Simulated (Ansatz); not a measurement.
Reaction (substitution at a C–C bond): `CC1(C)CCCC1` + `[NH2][Sn][SH]` → `C[S][Sn][NH2]` + `CC1CCCC1`

Calculated with Ansatz (gas phase, PBE0-D4/def2-TZVP geometries, no zero-point term in ΔE). CCSD(T)/CBS adds triple-zeta CCSD(T) − MP2 to the extrapolated MP2 energy (def2 sets, frozen cores). DFT in def2-TZVPP. Elements past krypton have def2 core potentials. For Sn outer-core shells are correlated without core-valence functions, which leaves a few kJ/mol of doubt a bond. Each species was taken in one conformer, which may not be the lowest.

Task: Is it downhill or uphill in electronic energy at CCSD(T)/CBS, and by how much? (Best estimate.)

Result: Ansatz gave: Uphill: ΔE = +30.6 kJ/mol.

Task: What do these levels give: LDA (SPW92), r2SCAN-D4, PBE0-D4, r2SCAN0-D4, r2SCAN0, MP2/CBS(def2)? (An estimate is asked.)

Result: Computed: LDA (SPW92) 30.8, r2SCAN-D4 27.2, PBE0-D4 25.7, r2SCAN0-D4 29.0, r2SCAN0 27.7, MP2/CBS(def2) 32.3 kJ/mol.

Largest T1 diagnostic among the species: 0.016.

Leaving LDA and LC-ωPBE aside and taking each functional with its dispersion term where it has one, the values, not all of them listed here, spread over 10.3 kJ/mol, from BLYP-D4 to ωB97M-V. LDA lies +12.4 kJ/mol from PBE without D4. From PBE to PBE0 (25 % exact exchange), in def2-TZVPP and without D4, ΔE moves by +4.4 kJ/mol. At CCSD(T), def2-SVP lies +11.7 kJ/mol from the extrapolated value and def2-TZVPP +2.7 kJ/mol.
